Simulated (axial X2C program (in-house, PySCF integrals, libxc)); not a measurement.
## Potential curves of SnO⁻, with spin–orbit coupling

All values were computed with an in-house all-electron X2C program for linear molecules (integrals from PySCF). Two-component (2c) means X2C with spin–orbit coupling and atomic mean-field two-electron Coulomb and Gaunt terms. Basis: Sn dyall-acv3z [12s13p10d5f1g], O dyall-av3z [7s6p3d2f] (cores contracted in-house); Gaussian nuclei, density fitting, unrestricted open shells. Masses: Sn 119.902 u, O 15.995 u.

State: Ω = 1/2 (⟨Sz⟩ = -0.50, ⟨Lz⟩ = 1.00 at LDA). Energies in eV from the lowest point of each curve. Fits are polynomials in 1 − R0/R over 0.85 to 1.23 times the lowest point R0.

```json
{"R (Å)": "1.6365", "LDA": "1.2502"}
{"R (Å)": "1.7117", "LDA": "0.5099"}
{"R (Å)": "1.7681", "LDA": "0.1992"}
{"R (Å)": "1.8246", "LDA": "0.0417"}
{"R (Å)": "1.8810", "LDA": "0.0000"}
{"R (Å)": "1.9468", "LDA": "0.0581"}
{"R (Å)": "2.0127", "LDA": "0.1982"}
{"R (Å)": "2.0973", "LDA": "0.4571"}
{"R (Å)": "2.2008", "LDA": "0.8435"}
{"R (Å)": "2.3512", "LDA": "1.4573"}
```

The state is a single determinant with fixed occupations, the lowest that a limited PBE0 search found. Density functionals use the spin component along the axis (collinear). Without a current term, density functionals place determinants with orbital angular momentum somewhat too high. The highest occupied level of some functionals is positive through self-interaction error; at Hartree–Fock it is bound.

(1) What are Re and ωe at the LDA level?

Results:

(1) At LDA, 2c: Re = 1.877 Å, ωe ≈ 726 cm⁻¹; Be follows as 0.339 cm⁻¹.
